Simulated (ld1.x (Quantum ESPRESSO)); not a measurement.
# K PAW: all-electron and pseudo phase curves

potassium (K), PAW, made with ld1.x (Quantum ESPRESSO) 7.5 (PBEsol, scalar-relativistic). Core [Ne] 3s2, reference 3p6 3d0 4s0 4p0 (charge +1). Waves: 4s (bound, empty): rcut 3.75, rcutus 4.30 bohr; 4s channel at 1.75 Ry: rcut 3.75, rcutus 4.30 bohr; 3p (bound): rcut 1.95, rcutus 2.00 bohr; 4p (bound, empty): rcut 1.95, rcutus 2.00 bohr; 3d (bound, empty): rcut 2.90, rcutus 3.95 bohr; 3d channel at 1.85 Ry: rcut 2.90, rcutus 3.95 bohr. Local part: all-electron potential smoothed inside 1.50 bohr (lloc = -1). Core correction: Bessel-smoothed model core, default radius (core density twice the valence density). Augmentation charge: PSQ, inside the norm-conserving radii.

The phase is arctan(r·u′/u) with u = r·R(r), unwrapped; energies in Ry, scanned from -4 to 5 Ry. A pole is an energy at which the radial function vanishes at the test radius. The pseudo phase is shifted by a multiple of π to meet the all-electron one at the reference energy, and phase errors are pseudo minus all-electron; the curves can meet again beyond the range given. Levels narrower than the energy grid can be missing from the lists of poles. n/a: not evaluated, since a narrow level or a reset projector energy made the automatic matching unsafe.

| channel | radius (bohr) | reference energy (Ry) | poles, all-electron | poles, pseudo | unbroken range about the reference energy with phases within 0.05 rad | phase error 1 Ry above the reference energy (rad) |
| --- | --- | --- | --- | --- | --- | --- |
| s | 4.65 | -0.45 | -0.05, 2.38 | -0.64, -0.02, 2.40 | n/a | n/a |
| d | 4.65 | -0.27 | -0.17, 1.19, 3.62 | -0.16, 1.21, 3.88 | below 0.2 | +0.032 |

Note: ghost state, extra bound levels that the all-electron valence spectrum of the same l lacks: s at -8.8 eV (p not tested). A true bound ghost makes a file unfit for plane-wave use. Its overlap operator is not positive definite in a basis up to 400 Ry (lowest eigenvalue p -0.21), so the file is unfit for use: the generalised eigenproblem breaks down once the basis is large enough, and its test numbers describe a broken file.

Phases in the d channel:

```csv
E (Ry),all-electron,pseudo
-4.00,1.460,1.460
-3.76,1.456,1.456
-3.52,1.452,1.452
-3.28,1.448,1.448
-3.04,1.442,1.442
-2.80,1.437,1.437
-2.56,1.430,1.430
-2.32,1.422,1.422
-2.08,1.412,1.413
-1.84,1.401,1.401
-1.60,1.386,1.387
-1.36,1.367,1.368
-1.12,1.340,1.341
-0.88,1.298,1.299
-0.64,1.213,1.216
-0.40,0.839,0.845
-0.16,-1.584,-1.579
0.08,-1.934,-1.910
0.32,-2.702,-2.534
0.56,-4.217,-4.126
0.80,-4.546,-4.524
1.04,-4.666,-4.656
1.28,-4.739,-4.734
1.52,-4.805,-4.803
1.76,-4.891,-4.890
2.00,-5.069,-5.067
2.24,-5.946,-5.853
2.48,-7.397,-7.330
2.72,-7.655,-7.622
2.96,-7.747,-7.722
3.20,-7.797,-7.774
3.44,-7.833,-7.809
3.68,-7.862,-7.835
3.92,-7.889,-7.857
4.16,-7.919,-7.877
4.40,-7.957,-7.898
4.64,-8.016,-7.920
4.88,-8.142,-7.947
```
